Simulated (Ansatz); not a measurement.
`O=C([SeH])O[SiH3]` and `[NH2][AlH][C](=O)O[SiH3]` differ in one atom or group.

Ansatz, PBE0-D4/def2-TZVP geometries, multiplicity 1. Each molecule was computed in one conformer, which needn't be the lowest.

Scalar relativity is left out up to krypton.

| property | `O=C([SeH])O[SiH3]` |
| --- | --- |
| HOMO energy (PBE0/def2-TZVPP) / eV | -7.56 |
| HOMO energy (ωB97M-V/def2-TZVPP) / eV | -9.73 |
| LUMO energy (PBE0/def2-TZVPP) / eV | -0.42 |
| HOMO energy (PBE/def2-TZVPP) / eV | -6.38 |
| size of the dipole moment (ωB97M-V/def2-TZVPP) / D | 2.14 |
| LUMO energy (ωB97M-V/def2-TZVPP) / eV | 1.45 |

Task: What does the change do to each property? (Best estimate.)

Result: Ansatz gave: 
| property | `[NH2][AlH][C](=O)O[SiH3]` | shift |
| --- | --- | --- |
| HOMO energy (PBE0/def2-TZVPP) / eV | -7.54 | 0.02 |
| HOMO energy (ωB97M-V/def2-TZVPP) / eV | -9.86 | -0.13 |
| LUMO energy (PBE0/def2-TZVPP) / eV | -1.57 | -1.15 |
| HOMO energy (PBE/def2-TZVPP) / eV | -6.09 | 0.29 |
| size of the dipole moment (ωB97M-V/def2-TZVPP) / D | 2.74 | 0.60 |
| LUMO energy (ωB97M-V/def2-TZVPP) / eV | 0.29 | -1.16 |

Dipoles are sizes alone; their direction can turn.

Spin–orbit coupling is left out; it splits and shifts lone-pair levels of the heavy atoms by tenths of an eV.
